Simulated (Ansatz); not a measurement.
```yaml
crystal:
  periodic: [false, false, false]
  atoms:
    - {symbol: N, position_ang: [-0.572864, -0.131134, 2.318411]}
    - {symbol: Si, position_ang: [-0.808967, -0.458766, 0.649752]}
    - {symbol: C, position_ang: [0.069794, 0.651163, -0.568097]}
    - {symbol: O, position_ang: [1.565076, 0.513340, -0.527317]}
    - {symbol: Si, position_ang: [0.980781, 0.012858, -1.996640]}
    - {symbol: H, position_ang: [0.341814, -0.261023, 2.721268]}
    - {symbol: H, position_ang: [-1.044148, 0.648532, 2.748200]}
    - {symbol: H, position_ang: [-2.265980, -0.338892, 0.372418]}
    - {symbol: H, position_ang: [-0.315540, -1.836439, 0.388343]}
    - {symbol: H, position_ang: [-0.227033, 1.701637, -0.611763]}
    - {symbol: H, position_ang: [1.063278, -1.430875, -2.302647]}
    - {symbol: H, position_ang: [1.290990, 0.874300, -3.158028]}
basis:
  gaussian: {orbitals: pcseg-2}
magnetization: {spin_polarized: true, initial_magnetization: 6}
hamiltonian: {xc: {name: PBE0}}
scf: {lower_state_search: off}
```

```sh
$ ansatz run in.yaml --threads 4 --pin off --events-out ev --progress --plain --max-ram 10444MiB
```

It prints (some lines left out):

```
Functional definition: PBE0
1420 factors; their error is unknown
mean field evaluation 1: about -20403.1014 eV, gradient 5.2e1 eV
mean field evaluation 2: about -20369.1840 eV, gradient 9.1e1 eV
mean field evaluation 4: about -20406.6115 eV, gradient 3.1e1 eV
mean field evaluation 8: about -20416.5644 eV, gradient 2.8e0 eV
mean field evaluation 16: about -20416.7123 eV, gradient 1.6e-2 eV
mean field evaluation 32: about -20416.7123 eV, gradient 5.2e-6 eV
mean field -20416.71233560 eV, -750.3003393886 hartree, gradient 5.2e-6 eV, S^2 12.016062; 0 other end points of the search recorded, 0 dependent functions left out
reference -20416.71238277 eV, -750.3003411220 hartree; 31, 25 occupied and 225, 231 virtual orbitals, 1420 factors
Total energy: -20416.71238277 eV, -750.3003411220 hartree
Checks for a lower state left out: stability, starts, cluster_reference, orbital_swaps, neighbouring_geometries, increment
```

In this input the spin is set far too high for this molecule. The run converged. The result belongs to that input, not to the molecule as meant.
